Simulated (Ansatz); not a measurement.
Geometry optimisation, RKS B3LYP/def2-SVP (Ansatz).

Input:

```yaml
crystal:
  periodic: [false, false, false]
  atoms:
    - { symbol: Ge, position_ang: [-0.067875, 0.139084, -0.951215] }
    - { symbol: O, position_ang: [1.243984, 0.173174, 1.690945] }
    - { symbol: H, position_ang: [0.698461, -0.551429, 2.031417] }
    - { symbol: H, position_ang: [1.818318, -0.265046, 1.021365] }
    - { symbol: F, position_ang: [-1.301811, 1.378085, -0.715317] }
    - { symbol: H, position_ang: [-0.879178, -1.049167, -0.193995] }
basis:
  gaussian: { orbitals: def2-SVP }
hamiltonian:
  xc: b3lyp
relax:
  f_tol: 0.03
  max_steps: 50
```

Command:

```bash
$ ansatz run input.yaml --threads 1 --pin off --max-ram 2048MiB --backend cpu --events-out ev --progress --plain --runs-dir out
```

Question: Where does it end, and by what steps?

Answer: The forces met the threshold. After 21 steps the energy has fallen by 0.498 eV; H3 moved furthest, 1.31 Å.

```
step  energy less start (eV)  largest force component (eV/Å)  accepted
   0                  0.0000                           1.052       yes
   1                 -0.0925                           2.005       yes
   2                 -0.1527                           2.039       yes
   3                 -0.2827                           0.775       yes
   4                 -0.3343                           0.369       yes
   5                 -0.3422                           0.228       yes
   6                 -0.3452                           0.182       yes
   7                 -0.3458                           0.194       yes
   8                 -0.3431                           0.550        no
   9                 -0.3502                           0.115       yes
  10                 -0.3555                           0.125       yes
  11                 -0.3522                           0.665        no
  12                 -0.3608                           0.168       yes
  13                 -0.3671                           0.220       yes
  14                 -0.3757                           0.431       yes
  15                 -0.4141                           0.186       yes
  16                 -0.4304                           0.127       yes
  17                 -0.4495                           1.026       yes
  18                 -0.4763                           0.902       yes
  19                 -0.4927                           0.180       yes
  20                 -0.4947                           0.155       yes
  21                 -0.4981                           0.028       yes
```

```xyz
6
Properties=species:S:1:pos:R:3
Ge -0.015 0.184 -0.873
O 1.262 0.129 1.010
H 0.552 0.621 1.469
H 1.230 -0.763 1.389
F -1.076 0.988 0.362
H -0.441 -1.333 -0.474
```

The run took 35 s on 1 thread of Intel(R) Xeon(R) 6975P-C (Granite Rapids), on a shared host, peak memory 0.18 GiB.
